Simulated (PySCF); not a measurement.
Isomers of C7H8. Theory: PBE0-D3(BJ)/def2-SVP geometry optimisation, gas phase (PySCF). One conformer each; no zero-point energy, no entropy. No frequencies were run at this level. Point groups hold within 0.08 Å.

Task: Order them by energy at this level, lowest first, and give relative energies in kcal/mol.
A. `[CH:1]1=[CH:2][CH:3]=[CH:4][CH2:5][CH:6]=[CH:7]1` with C1–C2–C3–C4 -32°, C3–C4–C5–C6 68°, C4–C5–C6–C7 -68°, C2–C1–C7–C6 32° (cycloheptatriene)
B. `C[C@@]12C=C[C@H]3[C@@H]1[C@H]32`

Result: A (0.0), B (34.5).

As drawn, the higher has a three-membered ring and a quaternary carbon, which the lower lacks.

| SMILES | E (Eh) | E rel (kcal/mol) | dipole (D) | point group | A, B, C (MHz) |
| --- | --- | --- | --- | --- | --- |
| C1=CC=CCC=C1 | -270.99950 | 0.0 | 0.32 | Cs | 3705, 3692, 2036 |
| C[C@@]12C=C[C@H]3[C@@H]1[C@H]32 | -270.94448 | 34.5 | 0.92 | Cs | 5267, 3164, 2313 |

Task: How do the relative energies change in single points at PBE0/pcSseg-1 (no added dispersion term) on the same geometries?

Result: 
| SMILES | PBE0-D3(BJ)/def2-SVP (kcal/mol) | PBE0/pcSseg-1 (kcal/mol) | shift |
| --- | --- | --- | --- |
| C1=CC=CCC=C1 | 0.0 | 0.0 | 0.0 |
| C[C@@]12C=C[C@H]3[C@@H]1[C@H]32 | 34.5 | 36.2 | +1.7 |

Each column counts from its own lowest isomer. The order is unchanged; the largest shift is 1.7 kcal/mol.
